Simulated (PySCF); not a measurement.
## Dipole response of Co (cobalt, neutral)

[Ar] 3d6 4s2 4p1, one real determinant (an excited configuration). All numbers are calculated (PySCF 2.14, no relativity, point nucleus, in aug-cc-pwCVTZ). Coupled (time-dependent) response in atomic units; α is the mean over directions.

```json
{"method": "M06-L", "mean α (bohr³)": "63.52", "α xx, yy, zz": "52.61, 52.61, 85.34", "C₆ (like pair)": "626.4", "S(−4)": "1994"}
```

S(−4) is the Cauchy moment in α(ω) = α(0) + S(−4) ω² + …

α(iu) at M06-L:

| u (hartree) | α(iu) (bohr³) |
| --- | --- |
| 0 | 63.52 |
| 0.0500 | 59.04 |
| 0.100 | 49.51 |
| 0.200 | 31.96 |
| 0.300 | 21.17 |
| 0.500 | 11.05 |
| 0.750 | 6.264 |
| 1.00 | 4.173 |
| 1.50 | 2.379 |
| 2.00 | 1.605 |
| 3.00 | 0.9140 |
| 5.00 | 0.4330 |

The components differ because the open shell of this determinant is not spherical; for a pure term their mean is the scalar polarisability.

⟨L²⟩ = 8.03 against 12 for a pure F term, so this real determinant mixes terms.
